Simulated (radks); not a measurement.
Problem. Species: Bi26+. Configuration: [Kr] 4d10 4f11. Calculated with a radial shooting solver on a logarithmic mesh with Libxc functionals: Dirac Kohn-Sham, PBE, spin-unpolarised, spherical densities, finite nucleus; open shells are shared between the two j in proportion to 2j + 1; Fermi nuclear charge, rms radius 5.5211 fm. Some entries of the table are withheld. Estimate them.

orbital     occ.  eigenvalue (eV)  <1/r> (bohr^-1)
1s1/2          2              (1)            103.2
2s1/2          2        -17001.74            25.58
2p1/2          2        -16374.23            25.54
2p3/2          4        -14053.44            20.25
3s1/2          2        -4669.873            9.391
3p1/2          2        -4384.930              (2)
3p3/2          4        -3863.543              (3)
3d3/2          4        -3394.682            7.819
3d5/2          6        -3283.956            7.513
4s1/2          2        -1616.726            4.067
4p1/2          2        -1491.764            3.967
4p3/2          4        -1356.895            3.498
4d3/2          4        -1152.672            3.329
4d5/2          6        -1126.569            3.226
4f5/2    4.71429        -862.3744              (4)
4f7/2    6.28571        -855.7928              (5)
5s1/2          0        -771.0287            2.003
5p1/2          0        -719.0106            1.934
5p3/2          0        -676.8806            1.776

Solution. 
(1) 1s1/2 eigenvalue (eV): -91223.77
(2) 3p1/2 <1/r> (bohr^-1): 9.306
(3) 3p3/2 <1/r> (bohr^-1): 7.920
(4) 4f5/2 <1/r> (bohr^-1): 2.973
(5) 4f7/2 <1/r> (bohr^-1): 2.936
